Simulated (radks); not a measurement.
The numbers below are computed, except where a source is named.
Isoelectronic series with 41 electrons, all held in the configuration [Kr] 4d4 5s1, which need not be the ground one along the series. Code: a radial shooting solver on a logarithmic mesh with Libxc functionals. Model: Dirac Kohn-Sham, PBE, spin-unpolarised, spherical densities, finite nucleus; open shells fill j = l - 1/2 first; Fermi nuclear charge, rms radius of each element as measured or else 0.836 A^(1/3) + 0.57 fm. Total energies (hartree) and mean radii <r> (bohr):

ion    E (hartree)   4d3/2  5s1/2   4p3/2
Nb     -3820.07571   2.206  3.738   1.314
Tc2+   -4285.21036   1.552  2.757   1.170
Rh4+   -4780.52662   1.270  2.256   1.051
Ag6+   -5306.15623   1.095  1.937  0.9540
In8+   -5862.33422  0.9691  1.708  0.8740
Sb10+  -6449.35450  0.8730  1.534  0.8070
I12+   -7067.55100  0.7962  1.396  0.7499
Cs14+   -7717.2970  0.7330  1.282  0.7006
La16+   -8398.9982  0.6798  1.186  0.6576

4d3/2 drops below 5s1/2 between Nb and Tc2+.
